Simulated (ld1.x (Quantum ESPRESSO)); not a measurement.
## scandium (Sc): from the effect back to the setting (TM)

Base potential:

scandium, norm-conserving Troullier–Martins (Kleinman–Bylander form), made with ld1.x (Quantum ESPRESSO) 7.5 (PBEsol, scalar-relativistic). Core [Ne], reference 3s2 3p6 3d1 4s1.75 4p0.25. Waves: 3p (bound): rc 1.00 bohr; 3d (bound): rc 2.55 bohr; 3s (bound): rc 1.55 bohr. Local part: the s channel. Core correction: none.

Occupied shells without a wave of their own: 4p, 4s. They enter only through the test configuration that unscreens the potential.

Cutoffs, loose and tight: the cutoffs (Ry, on a coarse ladder) from which the occupation-weighted sum of valence levels, in a spherical-Bessel basis at the reference potential, stays within 10 and 1 mRy of its value at 400 Ry. They do not see the model core or the augmentation charge, which bear on the density cutoff. Test errors are all-electron minus pseudo excitation energies from the reference, over the configurations 3s2 3p6 3d1 4s2 4p0; 3s2 3p6 3d1 4s1 4p0; 3s2 3p6 3d1 4s0 4p0; 3s2 3p6 3d1 4s1.5 4p0; 3s2 3p6 3d1 4s0 4p1; 3s2 3p6 3d2 4s0 4p0; 3s2 3p6 3d0 4s2 4p0; variants that change the core or the reference have their own tests.

Only the s radius is moved:

```json
{"s radius (bohr)": "1.02", "cutoff, loose": "110 Ry", "cutoff, tight": "180 Ry", "bound ghosts": "none", "largest test error (meV)": "+179", "median size of the test errors": "30.9 meV"}
{"s radius (bohr)": "1.28", "cutoff, loose": "80 Ry", "cutoff, tight": "140 Ry", "bound ghosts": "none", "largest test error (meV)": "-326", "median size of the test errors": "105.2 meV"}
{"s radius (bohr)": "1.42", "cutoff, loose": "80 Ry", "cutoff, tight": "140 Ry", "bound ghosts": "none", "largest test error (meV)": "-612", "median size of the test errors": "256.6 meV"}
{"s radius (bohr)": "1.68", "cutoff, loose": "70 Ry", "cutoff, tight": "120 Ry", "bound ghosts": "none", "largest test error (meV)": "-1597", "median size of the test errors": "519.3 meV"}
{"s radius (bohr)": "2.06", "cutoff, loose": "70 Ry", "cutoff, tight": "120 Ry", "bound ghosts": "none", "largest test error (meV)": "-3389", "median size of the test errors": "1116.5 meV"}
{"s radius (bohr)": "2.32", "cutoff, loose": "70 Ry", "cutoff, tight": "120 Ry", "bound ghosts": "none", "largest test error (meV)": "-4142", "median size of the test errors": "1376.8 meV"}
```

Question: One more run gave cutoff, loose: 70 Ry; cutoff, tight: 120 Ry; bound ghosts: none; largest test error (meV): -2688; median size of the test errors: 879.7 meV. Which value of the s radius was used?

Answer: 1.94 bohr. The median size of the test errors moves one way along this sweep, from 30.9 meV at 1.02 to 1376.8 meV at 2.32 bohr, which places the run between 1.68 and 2.06 bohr.
